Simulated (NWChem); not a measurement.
# CH$_{3}$O$_{3}$Re; SMILES [CH3][Re](=[O])(=[O])=[O]

No frequency run checked for a minimum. def2 effective core potentials on Re; no spin-orbit coupling.

Q: Give the equilibrium geometry at PBE-D3(BJ)/def2-SVP with def2 effective core potentials on Re (NWChem) as a list of bonds and angles, with the point group.

A: point group C3v; any orientation.
Bond lengths (Å): Re1–O2 1.720, Re1–O3 1.720, Re1–O4 1.720, Re1–C5 2.081, C5–H6 1.109, C5–H7 1.109, C5–H8 1.109. Bond angles (°): O2–Re1–O3 112.3, O2–Re1–O4 112.3, O2–Re1–C5 106.5, O3–Re1–O4 112.3, O3–Re1–C5 106.5, O4–Re1–C5 106.5, Re1–C5–H6 109.2, Re1–C5–H7 109.2, Re1–C5–H8 109.2, H6–C5–H7 109.7, H6–C5–H8 109.7, H7–C5–H8 109.7.
